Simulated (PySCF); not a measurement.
How methods differ on the electron affinity of Tl

Tl⁻ [Xe] 4f14 5d10 6s2 6p2 (3P) → Tl [Xe] 4f14 5d10 6s2 6p1 (2P), as a difference of total energies. Computed with PySCF 2.14 in aug-cc-pVQZ-PP with one added diffuse shell each of s, p, d, f, g type with ECP60MDF (8s8p6d4f3g, 117 functions), with scalar relativity through the core potential. Correlated levels: valence: 5s2 5p6 5d10 frozen. The calculations carry no spin-orbit coupling.

| method | electron affinity (eV) | difference from reference (eV) |
| --- | --- | --- |
| UHF | -0.008 | -0.328 |
| PBE | 0.464 | +0.144 |
| PBE0 | 0.433 | +0.113 |
| wB97X-V | 0.167 | -0.153 |
| revPBE | 0.415 | +0.095 |
| MP2 (valence) | 0.257 | -0.063 |
| SCS-MP2 (valence) | 0.165 | -0.155 |

Reference: 0.320 eV (measured; photodetachment measurements, as compiled on the Wikipedia data page of electron affinities).

Spin-orbit coupling is strong in these open shells (close to jj coupling). The scalar numbers leave it out and a first-order estimate fails, so it can dominate the gap to the real levels.

Errors of the correlated levels include the incompleteness of this basis and the frozen core.

A negative affinity means that the anion lies above the atom at that level of theory.

In the anion the highest occupied orbital energy is positive at PBE, PBE0, revPBE, a self-interaction effect; the basis confines that electron, and the energy difference can still be sensible.
